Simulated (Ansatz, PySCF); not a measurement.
Gas-phase reaction R1 + 2 R2 → P1 + P2, each structure at its B3LYP-D3(BJ)/def2-TZVP stationary point, reached from a drawn start (curvature not checked).
P1, AlH3O3 (SMILES [OH][Al]([OH])[OH]) (charge 0, multiplicity 1):
```tsv
atom	x (Å)	y (Å)	z (Å)
Al	0.0001	0.0000	0.0001
O	1.6833	-0.0170	0.1795
H	2.1824	-0.8197	0.3361
O	-0.8072	1.4623	-0.2751
H	-0.3540	2.3041	-0.3374
O	-0.8760	-1.4453	0.0961
H	-1.8285	-1.4844	0.0006
```
R1: AlHO (SMILES [OH][Al]), charge 0, multiplicity 1.
P2, H2 (SMILES [H][H]) (charge 0, multiplicity 1):
| atom | x (Å) | y (Å) | z (Å) |
|---|---|---|---|
| H | 0.0000 | 0.0000 | 0.3720 |
| H | 0.0000 | 0.0000 | -0.3720 |
R2: H2O (SMILES O), charge 0, multiplicity 1.

P less R. No zero-point or thermal terms. One arrangement of each flexible species, with no search for the lowest.

Correlated levels freeze the cores. CBS: X⁻³ extrapolation of the correlation energy, Hartree–Fock from the larger set.

Codes used: Ansatz (Gaussian orbitals); PySCF for the D3/D4 terms. All values are computed, each at the level named.

PBE/def2-TZVPP gives -285.8 kJ/mol for the reaction energy.

Q: How do the other levels lie against it? Give each less PBE: PBE-D3(BJ)/def2-TZVPP, r2SCAN/def2-TZVPP, B3LYP/def2-TZVPP, wB97M-V/def2-TZVPP, B2PLYP/def2-TZVPP, MP2/CBS(cc-pV(T+d)Z, cc-pV(Q+d)Z), CCSD(T)/CBS(cc-pV(T+d)Z, cc-pV(Q+d)Z).

A: PBE-D3(BJ)/def2-TZVPP -3.9; r2SCAN/def2-TZVPP -46.8; B3LYP/def2-TZVPP -11.8; wB97M-V/def2-TZVPP -16.2; B2PLYP/def2-TZVPP -26.3; MP2/CBS(cc-pV(T+d)Z, cc-pV(Q+d)Z) -51.7; CCSD(T)/CBS(cc-pV(T+d)Z, cc-pV(Q+d)Z) -34.9 kJ/mol. 0 of 7 lie above PBE; the widest gap is to MP2/CBS(cc-pV(T+d)Z, cc-pV(Q+d)Z).

Ansatz is an electronic-structure program.
